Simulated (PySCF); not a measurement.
Harmonic spectrum computed at PBE0 in the def2-TZVP basis family (core potentials from Rb on, PySCF, no spin–orbit coupling):

| ω (cm⁻¹) | IR (km/mol) |
| --- | --- |
| 576 | 57.4 |
| 1151 | 88.7 |
| 1820 | 180 |

Question: Which molecule gave it? In each, all ligands are bound to the one heavy central atom.
A. HTiN (singlet)
B. HRuN (singlet)
C. HWN (triplet)
D. HMoN (triplet)

Answer: D. It has Cs symmetry with Mo–H 1.717 Å, Mo–N 1.615 Å.
